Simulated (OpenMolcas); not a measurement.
## Nb4+: moving or changing the point charges

Nb4+ among 4 point charges of -1 e arranged as a tetrahedron (Td), 1.97 Å from the ion.

```
Program             : OpenMolcas
Method              : SS-CASPT2, IPEA 0.25 Eh, imaginary shift 0.1 Eh (closed shells correlated: 4s 4p)
Basis               : ANO-RCC-VDZP [6s5p3d1f]
Scalar Hamiltonian  : DKH2, point nucleus
Active space        : 1 electron in 5 orbitals (4d)
State averaging     : 2S+1 = 2 even, 5 roots
Spin-orbit coupling : state interaction with AMFI integrals over the reference wave functions
```

Runs around this geometry, states (labels of Td). Energies in cm-1 above the lowest state or level, χT in cm3 K/mol; 10Dq is the gap between the two states; 10Dq is negative for this site.

```
R (Å)  q (e)  Ground state  First state of that spin   10Dq  First gap with spin-orbit (degeneracies)  χT at 300 K
 1.89   -0.8            2E                  2T2 2960  -2961                               3150 (4, 4)        0.234
 1.81     -1            2E                  2T2 4280  -4281                               4310 (4, 4)        0.252
 1.97     -1            2E                  2T2 3010  -3011                               3190 (4, 4)        0.234
```

Taking |10Dq| as R^-n, n = -ln(3011 / 4281) / ln(1.97 / 1.81) = 4.2 between the shortest and longest distance. The point-charge formula for a cubic d site gives n = 5.

Roots that are degenerate in the reference are averaged as groups; the widest CASPT2 spread within a group is 120 cm-1 (the 3-fold group of multiplicity 2 near 2960 cm-1 above the lowest state of its run, R = 1.89, q = -0.8). Shifts and gaps below about the spread of the groups concerned are not significant. An orbital doublet at a regular site is open to a Jahn-Teller distortion, which this geometry leaves out. The ground term spreads over less than 5000 cm-1, several times less than with real ligands, so orbital moments are less quenched and χT lies further from the spin-only value than at real sites. Free-ion shares, where given, are those of the reference states; single-state CASPT2 does not remix them. This is an electrostatic model: the charges have no orbitals. No measured value stands beside these numbers.
